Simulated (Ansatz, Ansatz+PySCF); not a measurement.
```xyz
3

O     0.0000    0.0000   -0.1795
H     0.0000    1.1313    0.7180
H     0.0000   -1.1313    0.7180
```

Basis set: 6-31G* (spherical functions). Left uncorrelated: 1 orbital. Charge 0, multiplicity 1.

Computed with Ansatz (development build ahead of 0.2.0); each method stands on the lowest determinant of its kind that the runs found. Restricted open shells among the atoms or ions are ROHF, correlated in semicanonical orbitals with singles.

The atomization energy at this shape (free ground-state atoms in the same class of orbitals less the molecule, no zero-point energy) of singlet H2O:

```
     method  atomization energy
    RHF-MP2             4.34 eV
    UHF-MP2             2.93 eV
        UHF             1.22 eV
        RHF             0.77 eV
UHF-CCSD(T)             4.39 eV
```

Problem. What does RHF-CCSD(T) give?

Solution. 4.47 eV. Caution for RHF-CCSD(T), RHF-MP2, RHF: an unrestricted determinant lies well below. Caution for RHF-CCSD(T), RHF-MP2, UHF-MP2, UHF-CCSD(T): bonds are stretched, where a single reference can fail. Caution for UHF-MP2, UHF-CCSD(T): a plain start can end on a higher determinant; another reference gives a lower total. Caution for UHF-MP2, UHF, UHF-CCSD(T): the unrestricted determinant is a mixture of spin states.
